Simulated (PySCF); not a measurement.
**A search over the determinants of GaC**

Unrestricted PBE0; Ga def2-SVP, C def2-SVP; no relativity (PySCF 2.14). Outer shells of the fragments: Ga 3d10 4s2 4p1; C 2s2 2p2.

Followed along the bond (rough minima from three points):

```
2Ms+1   unpaired  ⟨S²⟩ at the start  R at minimum (Å)  Te (eV)
    4  σ ↑, π ↑↑               3.75              2.00     0.00
    2  σ ↓, π ↑↑               1.77              1.99     0.56
    2  σ ↑, π ↑↓               1.76              2.00     0.65
    2        π ↑               0.93              1.85     1.52
```

Solutions found at the starting distance of 1.915 Å, counted from the lowest of them; the search is not exhaustive and high or unbound solutions are not listed, so other states can lie among these:

```csv
2Ms+1,unpaired,term,E (eV),⟨S²⟩,⟨Lz²⟩,μ (D)
4,"σ ↑, π ↑↑",⁴Σ⁻,0.00,3.75,0.00,-1.60
2,"σ ↓, π ↑↑",mixed,0.55,1.77,0.00,-2.07
2,"σ ↑, π ↑↓",mixed,0.64,1.76,2.01,-1.80
2,π ↑,²Π,1.50,0.93,1.01,-2.91
2,σ ↑,mixed,1.71,0.76,2.00,-1.57
2,π ↑,²Π,1.96,0.75,1.00,-0.47
4,"σ ↑↑, π ↑",⁴Π,3.25,3.84,1.01,-2.92
4,π ↑↑↑,⁴Π,3.49,3.79,1.00,-1.05
```

A term symbol is given only where ⟨S²⟩ and ⟨Lz²⟩ are close to those of a pure state; real π, δ and φ orbitals otherwise mix terms. A positive dipole means Ga(−)C(+).

Spin–orbit coupling is left out.
